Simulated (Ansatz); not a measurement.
A run for Ansatz (a first-principles code): R-CCSD(T)/aug-cc-pV(D+d)Z on H5NS (a complex), monomers drawn apart or pushed together. Files ending in .json are basis or fitting sets from the Basis Set Exchange.

Ansatz 0.2 input:
```yaml
crystal:
  periodic: [false, false, false]
  atoms:
    - {symbol: N, position_ang: [0.00620493, 0.16351925, 0.32505388]}
    - {symbol: H, position_ang: [-0.77720639, -0.46070694, 0.17008968]}
    - {symbol: H, position_ang: [-0.19302844, 1.03169110, -0.15879122]}
    - {symbol: H, position_ang: [0.82113218, -0.25261076, -0.11110566]}
    - {symbol: S, position_ang: [0.97416065, 1.11747628, 5.37476190]}
    - {symbol: H, position_ang: [0.00290154, 0.30763271, 5.82470459]}
    - {symbol: H, position_ang: [0.69604220, 0.84816670, 4.07339012]}
basis:
  gaussian:
    orbitals: aug-cc-pV_D+d_Z.json
magnetization: {spin_polarized: false}
correlation: {method: ccsd_t, electrons: outside_noble_gas}
scf: {lower_state_search: off}
```

Problem. Give the final energy of this run.

Solution. -455.3148 hartree (reference determinant -454.9087, T1 diagnostic 0.010).

Problem. How many basis functions does it have, and what does it roughly cost on one machine?

Solution. 100 functions; about 7 core-seconds (a rough figure).
